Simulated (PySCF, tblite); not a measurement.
Isomers of C3H6N2Si. Calculated harmonic vibrations of the isolated species, GFN2-xTB (tblite), most abundant isotopes, no scaling. Errors from tens to a few hundred cm⁻¹ against measured bands are possible. Modes of hydrogen on silicon can be 10 to 20 % off. One conformer each.

Electronic energies: PBE0/pcSseg-1 single points on the GFN2-xTB geometries (PySCF, gas phase).

```tsv
SMILES	electronic energy, lowest = 0 (kcal/mol)
C=NC[SiH2]C#N	17.4
N#CC/C=N/[SiH3]	13.5
N#CC/C=N\[SiH3]	16.1
C/C=N/[SiH2]C#N	0.0
```

Question: How do GFN2-xTB zero-point energies change the relative energies?

Answer: 
| SMILES | ZPE (kcal/mol) | of it from modes above 1550 cm⁻¹ | electronic (kcal/mol) | with ZPE, lowest = 0 (kcal/mol) | lowest mode (cm⁻¹) | rings |
| --- | --- | --- | --- | --- | --- | --- |
| C/C=N/[SiH2]C#N | 51.2 | 29.4 | 0.0 | 0.0 | 60 | 0 |
| N#CC/C=N/[SiH3] | 49.9 | 28.2 | 13.5 | 12.2 | 44 | 0 |
| N#CC/C=N\[SiH3] | 50.1 | 28.4 | 16.1 | 15.0 | 27 | 0 |
| C=NC[SiH2]C#N | 50.9 | 29.1 | 17.4 | 17.0 | 44 | 0 |

The zero-point energies span 1.3 kcal/mol, from `N#CC/C=N/[SiH3]` to `C/C=N/[SiH2]C#N`. The order is unchanged.

Question: And how do the electronic energies of GFN2-xTB itself compare?

Answer: `C/C=N/[SiH2]C#N` 7.4; `N#CC/C=N/[SiH3]` 0.7; `N#CC/C=N\[SiH3]` 0.0; `C=NC[SiH2]C#N` 31.5 kcal/mol, lowest = 0. Against the energies above, taken from the same isomer `C/C=N/[SiH2]C#N`, the largest difference is 23.5 kcal/mol.

Question: What do entropy and thermal enthalpy add at 298.15 K and 1 bar (rigid rotor, harmonic oscillator, one conformer each)?

Answer: 
```csv
SMILES,point group,symmetry number,S (cal/(mol K)),H − H(0) (kcal/mol),ZPE + H − H(0) − TS (kcal/mol)
C/C=N/[SiH2]C#N,C1,1,89.3,5.82,30.4
N#CC/C=N/[SiH3],C1,1,88.0,5.60,29.3
N#CC/C=N\[SiH3],C1,1,88.3,5.51,29.3
C=NC[SiH2]C#N,C1,1,88.4,5.65,30.2
```
